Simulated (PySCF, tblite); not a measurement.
Isomers of C6H6ClFO, one GFN2-xTB conformer each. Single-point energies are computed at PBE0/pcSseg-1 (PySCF, gas phase, no added dispersion term), electronic only.

**Question.** Rank them by PBE0/pcSseg-1 energy, lowest first (kcal/mol).
A. `[CH2:1]=[CH:2][C@@:3]1([F:4])[CH2:5][C@@H:6]1[C:7](=[O:8])[Cl:9]` with C1–C2–C3–F4 3°, C5–C6–C7–O8 -14°
B. `[F:1][CH2:2]/[C:3]([Cl:4])=[C:5]1\[CH:6]=[CH:7][CH2:8][O:9]1` with F1–C2–C3–Cl4 128°
C. `[CH3:1][O:2][C:3]1=[C:4]([Cl:5])[C:6]([F:7])=[CH:8][CH2:9]1` with C1–O2–C3–C4 0°

**Answer.** A (0.0), B (3.2), C (6.0).

As drawn, the lowest has a three-membered ring and a C=O bond, which the highest lacks. GFN2-xTB itself gives, in the same order: 13.7, 1.3, 0.0. GFN2-xTB puts COC1=C(Cl)C(F)=CC1 lowest instead; measured from each level's own lowest isomer, the values differ by up to 13.7 kcal/mol (C=C[C@@]1(F)C[C@@H]1C(=O)Cl: 13.7 against 0.0).

**Question.** Which frontier levels, dipoles and rotational constants go with these structures?

**Answer.** 
```tsv
SMILES	HOMO (eV, PBE0/pcSseg-1)	LUMO (eV)	dipole (D)	A, B, C (MHz)
C=C[C@@]1(F)C[C@@H]1C(=O)Cl	-7.80	-1.37	4.22	2476, 830.9, 756.3
FC/C(Cl)=C1\C=CCO1	-6.15	-1.15	3.29	1922, 1124, 734.3
COC1=C(Cl)C(F)=CC1	-6.04	-0.53	2.61	1878, 1304, 777.1
```

**Question.** What happens when harmonic zero-point energies from GFN2-xTB frequencies are added?

**Answer.** 
```json
{"SMILES": "C=C[C@@]1(F)C[C@@H]1C(=O)Cl", "ZPE (kcal/mol)": "65.2", "electronic (kcal/mol)": "0.0", "with ZPE (kcal/mol)": "0.0"}
{"SMILES": "FC/C(Cl)=C1\\C=CCO1", "ZPE (kcal/mol)": "66.0", "electronic (kcal/mol)": "3.2", "with ZPE (kcal/mol)": "4.0"}
{"SMILES": "COC1=C(Cl)C(F)=CC1", "ZPE (kcal/mol)": "65.9", "electronic (kcal/mol)": "6.0", "with ZPE (kcal/mol)": "6.7"}
```

The zero-point energies span 0.8 kcal/mol. The order is unchanged.
